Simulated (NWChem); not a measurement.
## Dipole moment of HFSi

```
Si
F 1 1.6354
H 1 1.5468 2 96.80
```
Charge 0, spin multiplicity 1.

Everything below was run with NWChem. All single points use one geometry, from PBE0/def2-SVP, a minimum by its harmonic frequencies.

Basis set: 6-31G*. The CCSD dipole comes from the Λ equations, without orbital relaxation.

The correlated methods keep 6 core orbitals frozen. B3LYP has NWChem's definition, with VWN1-RPA local correlation. The Pople sets run with spherical d functions. The structure started from a generated list of species. No row is a measurement; the coupled-cluster row has its own basis-set and correlation limits.

```tsv
method	dipole moment (D)
CCSD	[?]
B3LYP	[?]
HF	1.28
PBE	[?]
LDA (SVWN5)	[?]
```

**Question.** Fill in the missing entries.

**Answer.** 
- CCSD, dipole moment (D): 1.11
- B3LYP, dipole moment (D): 0.94
- PBE, dipole moment (D): 0.75
- LDA (SVWN5), dipole moment (D): 0.81
